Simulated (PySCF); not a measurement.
# Radial density of Nb²⁺ (niobium, charge +2)

UHF, [Kr] 4d3, high-spin 4F determinant. All numbers are calculated (PySCF 2.14, scalar relativity through the core potential, in cc-pVTZ-PP with ECP28MDF). This is the valence pseudo-density: the core potential removes the inner electrons and smooths the orbitals near the nucleus.

| r (bohr) | 4πr²ρ (e/bohr) | 4πr²(ρα − ρβ) |
| --- | --- | --- |
| 0.0366 | 1.600e-05 | 0.0000 |
| 0.0616 | 4.218e-05 | 0.0000 |
| 0.104 | 0.0001620 | 0.0000 |
| 0.174 | 0.001393 | 0.0003 |
| 0.293 | 0.02284 | 0.0045 |
| 0.493 | 0.6323 | 0.0700 |
| 0.829 | 6.736 | 0.6829 |
| 1.39 | 8.092 | 1.8468 |
| 2.35 | 1.547 | 0.9684 |
| 3.95 | 0.08382 | 0.0806 |
| 6.64 | 0.0004284 | 0.0004 |

Energies and moments cover only the electrons outside the core potential.
